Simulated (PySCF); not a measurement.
Cartesian coordinates in Å; atom numbers follow the order of the lines, from 1:
```xyz
15

C    -2.6581    0.2032    1.1022
N    -1.3396    0.1939    0.5592
C    -0.5256   -0.7178    0.8575
C     0.8559   -0.7237    0.2872
O     1.6667   -1.5886    0.5588
N     1.0885    0.3125   -0.5396
C     2.3447    0.5226   -1.2083
H    -3.3648    0.1911    0.2713
H    -2.7957    1.1442    1.6367
H    -2.8634   -0.6384    1.7755
H    -0.7515   -1.5502    1.5338
H     0.3270    0.9613   -0.6769
H     3.0115   -0.2870   -0.9135
H     2.2150    0.5069   -2.2925
H     2.7850    1.4781   -0.9157
```

Geometry: GFN2-xTB; GIAO absolute shieldings from PySCF 2.14, gas phase, non-relativistic, averaged over equivalent atoms.

At PBE0/ANO-RCC-VDZP (138 basis functions, 28 s wall time on 1 thread of an Arm Neoverse V2, shared host):
| atoms | σ (ppm) |
| --- | --- |
| C3 | 29.3 |
| C4 | 29.5 |
| C1 | 143.2 |
| C7 | 167.1 |
| N2 | -105.6 |
| N6 | 157.2 |
| O5 | -31.5 |
| H11 | 23.90 |
| H12 | 24.64 |
| H8/H9/H10 | 28.12 |
| H13/H14/H15 | 28.76 |

Question: Estimate the result of repeating the calculation with BLYP/pcSseg-1.

Answer: 
```csv
atoms,σ at BLYP/pcSseg-1,change
C3,16.5,-12.8
C4,17.5,-12.0
C1,125.8,-17.4
C7,151.6,-15.5
N2,-117.2,-11.6
N6,142.4,-14.8
O5,-70.2,-38.7
H11,24.42,+0.52
H12,25.07,+0.43
H8/H9/H10,27.98,-0.14
H13/H14/H15,28.64,-0.12
```

The largest change is at O5 (amide-type carbonyl oxygen). Cost: 159 basis functions, 25 s wall time on 1 thread of an Arm Neoverse V2, shared host. The order of the carbon signals is the same at both levels.

Hydrogen bonding in solution deshields acid and N–H amide carbonyl carbons by as much as 10 ppm beyond these values.
